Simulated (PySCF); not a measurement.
## Deuteron quadrupole couplings in `FCC#C/C=C\CF`

Compound: C6H6F2.
Geometry (GFN2-xTB, Å), atoms numbered from 1 in this order:
```xyz
14
C6H6F2 angstrom
F      2.6849    1.5634    0.9980
C      2.8726    0.4266    0.2408
C      1.6089   -0.1123   -0.2125
C      0.5214   -0.5035   -0.5512
C     -0.7231   -1.0103   -0.9733
C     -1.8897   -0.6008   -0.4782
C     -2.0228    0.4532    0.5705
F     -3.1546    0.2456    1.3220
H      3.3984   -0.2955    0.8788
H      3.5047    0.7122   -0.6097
H     -0.6828   -1.7647   -1.7472
H     -2.8186   -1.0210   -0.8339
H     -1.1689    0.4586    1.2564
H     -2.1310    1.4483    0.1173
```

Level: PBE0/pcSseg-1 (PySCF, non-relativistic); Q(2H) = 0.00286 b; rigid geometry, the same for H and D, with no vibrational averaging.

Give the electric field gradient Vzz (the principal value of largest size), its asymmetry and the 2H coupling at each hydrogen.

```
atom  bonded to  bond length (Å)  Vzz (au)     η  χzz (kHz)
  H9         C2            1.098    0.2813  0.07        189
 H10         C2            1.097    0.2819  0.07        189
 H11         C5            1.082    0.3240  0.07        218
 H12         C6            1.080    0.3261  0.06        219
 H13         C7            1.095    0.2833  0.08        190
 H14         C7            1.099    0.2819  0.07        189
```

How does χzz go with the bond length over the 6 C–H bonds?

A straight-line fit has a slope of -17.1 kHz for each 0.01 Å, with a correlation coefficient of -0.99, over lengths from 1.080 to 1.099 Å. The longer bonds have the smaller couplings here.

A static deuteron (I = 1) shows a doublet split by (3/2)χ, (3/4)χ(1 + η) and (3/4)χ(1 − η) with the field along z, y and x of the gradient. What are these for H13?

With |χ| = 190.4 kHz and η = 0.076: 286, 154 and 132 kHz, to first order and without motion.

Geometry: GFN2-xTB, one conformer, isolated molecule. GFN2-xTB bond lengths can be off by several hundredths of an ångström, more for odd bonds, and the gradients follow them. A larger basis could move these couplings by a tenth or more.

These values come from a run that also computed NMR shieldings. On one thread, Arm Neoverse N1 (aarch64), no GPU, shared host with 64 logical CPUs at a one-minute load of 61, this took 37 s of wall time and 0.69 GiB of memory at its peak.
